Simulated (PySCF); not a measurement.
B3LYP has the VWN-RPA correlation part, as in Gaussian. 

```xyz
4

Br    -1.7538    -1.3181     0.5483
Al     0.0000     0.0000     0.1524
Br     1.9537    -0.8932    -0.4437
Br    -0.1999     2.2113     0.3525
```

Charge 0, multiplicity 1.

Problem. Give the Mulliken and meta-Löwdin atomic charges from B3LYP-D3(BJ)/def2-TZVP // PBE0-D3(BJ)/def2-TZVP (PySCF).

Solution. 
```
atom  Mulliken (e)  meta-Löwdin (e)
----  ------------  ---------------
Br1          -0.17            -0.26
Al2           0.52             0.78
Br3          -0.17            -0.26
Br4          -0.17            -0.26
```
